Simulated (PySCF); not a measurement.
All values below come from PySCF with B3LYP-D3(BJ)/def2-TZVP // PBE0-D4/def2-TZVP. Gas-phase values, no solvent. B3LYP has the VWN-RPA correlation part, as in Gaussian. 

Reference species (SMILES): `[F][Ga][F]` (neutral, multiplicity 2).

The dipole moment is 2.44 D.

Changed species: `[F][Ga][Cl]` (radical fragment; the reference has radical fragment).

Problem. Give the shifts of the dipole moment.

Solution. the dipole moment decreases by 0.34 D, to 2.10 D.
